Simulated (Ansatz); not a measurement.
Reaction (redistribution): `F[Si]([SiH3])([SiH3])Cl` + `CB(N)[SiH2]O` → `CB(N)[SiH2][SiH3]` + `O[Si](F)([SiH3])Cl`

Computed with Ansatz on PBE0-D4/def2-TZVP structures; ΔE is electronic, products minus reactants. CBS: MP2 limit from def2 TZ/QZ plus the TZ coupled-cluster correction, frozen cores. Functionals use def2-TZVPP. B3LYP here is the variant with VWN-RPA as its local correlation; programs differ in this. One conformer a species, not always the lowest.

**Question.** Is it downhill or uphill in electronic energy at CCSD(T)/CBS, and by how much? (Estimate.)

**Answer.** Ansatz gave: Downhill: ΔE = -0.55 eV.

**Question.** What do these levels give: ωB97X-V, B2PLYP, PBE0, B3LYP, HF/def2-TZVPP, MP2/def2-TZVPP? (An estimate is asked.)

**Answer.** Ansatz gave: ωB97X-V -0.54, B2PLYP -0.54, PBE0 -0.56, B3LYP -0.51, HF/def2-TZVPP -0.53, MP2/def2-TZVPP -0.58 eV.

Largest T1 diagnostic among the species: 0.013.

In def2-TZVPP, CCSD(T) changes the Hartree–Fock value by −0.04 eV (the triples alone add −0.01 eV) and MP2 by −0.05 eV.
